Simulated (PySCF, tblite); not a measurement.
Species: C₆H₇FN₂Si.
Geometry (GFN2-xTB, Å), atoms numbered from 1 in this order:
```xyz
17
C6H7FN2Si angstrom
C     -3.4961    0.0048   -1.4373
Si    -2.8859    0.0426    0.3586
C     -1.0382    0.0192    0.3429
C      0.1704    0.0058    0.3336
C      1.5766   -0.0101    0.3424
N      2.3488   -0.0464   -0.7912
C      3.5848   -0.0524   -0.4027
N      3.6993   -0.0216    0.9546
C      2.4206    0.0053    1.4270
F      2.1940    0.0389    2.7396
H     -3.1324    0.8628   -1.9959
H     -3.1550   -0.8895   -1.9515
H     -4.5817    0.0174   -1.4815
H     -3.3541   -1.1417    1.0904
H     -3.3244    1.2738    1.0290
H      4.4311   -0.0782   -1.0583
H      4.5352   -0.0188    1.5167
```

Computed, not measured: PBE0/pcSseg-1 in PySCF (dipole) on a GFN2-xTB geometry, gas phase.

Take the most abundant isotopes and a rigid rotor. 

(1) What are A, B and C (MHz)?

(2) What kind of rotor is it?

(3) What does the inertial defect say?

(4) Give the other two planar moments, Paa and Pbb, and the rms extents of the mass along the axes.

(5) List the rotational levels J(Ka,Kc) to J = 2 (MHz).

(6) Predict some low-J microwave lines.

(7) Estimate the classical rotational partition function at 25 K, 298.15 K and 500 K.

## Answers

(1) Ia = 178.09, Ib = 1113.78, Ic = 1282.89 u·Å²; 505379 MHz·u·Å²/I gives A = 2838, B = 453.8, C = 393.9 MHz.

(2) A near-prolate asymmetric top; Ray's κ = -0.951.

(3) Not planar: Δ = Ic − Ia − Ib = -8.98 u·Å². For a rigid frame Δ = −2 Σ m c², so Σ m c² = 4.49 u·Å² lies off the ab plane, practically all of it from hydrogen. The atom farthest from that plane is 1.21 Å away.

(4) Paa = Σ m a² = (Ib + Ic − Ia)/2 = 1109.29 and Pbb = Σ m b² = (Ia + Ic − Ib)/2 = 173.60 u·Å². With the mass M = 154.04 u, the rms extents √(P/M) along a, b and c are 2.68, 1.06, 0.17 Å.

(5) Above 0(0,0):
J = 1: 1(0,1) 848, 1(1,1) 3232, 1(1,0) 3292
J = 2: 2(0,2) 2542, 2(1,2) 4867, 2(1,1) 5047, 2(2,1) 12199, 2(2,0) 12200

(6) The dipole components are |μa| = 3.62 D, |μb| = 0.45 D, |μc| = 0.00 D; the mirror of this Cs structure is the ab plane, so μc vanishes by symmetry and there are no c-type lines. Intensities carry the squares of the components, which stand as 1.00 : 0.02 (a : b). Some lines, for components of 0.1 D or more:

| type | branch | J(Ka,Kc) | MHz | lower level (cm⁻¹) |
| --- | --- | --- | --- | --- |
| a | R | 1(0,1) ← 0(0,0) | 848 | 0.000 |
| a | R | 2(1,2) ← 1(1,1) | 1636 | 0.108 |
| a | R | 2(0,2) ← 1(0,1) | 1694 | 0.028 |
| a | R | 2(1,1) ← 1(1,0) | 1755 | 0.110 |
| b | Q | 1(1,0) ← 1(0,1) | 2444 | 0.028 |
| b | Q | 2(1,1) ← 2(0,2) | 2505 | 0.085 |
| b | R | 2(1,2) ← 1(0,1) | 4020 | 0.028 |
| b | Q | 2(2,0) ← 2(1,1) | 7153 | 0.168 |
| b | Q | 2(2,1) ← 2(1,2) | 7332 | 0.162 |
| b | R | 2(2,1) ← 1(1,0) | 8907 | 0.110 |
| b | R | 2(2,0) ← 1(1,1) | 8968 | 0.108 |

(7) Point group Cs, symmetry number σ = 1; q = (√π/σ)·√((kT/h)³/(ABC)), k/h = 20836.6 MHz/K: 29600 at 25 K, 1220000 at 298.15 K, 2650000 at 500 K.

Its lowest GFN2-xTB frequency is 7i cm⁻¹, too small to tell a flat minimum from a shallow saddle. These are rigid-rotor constants of the computed structure; measured ground-state constants (B0) also hold zero-point vibration. A rigid rotor knows nothing of internal rotation, which can split or shift real lines. Quadrupole hyperfine structure (14N) is left out.
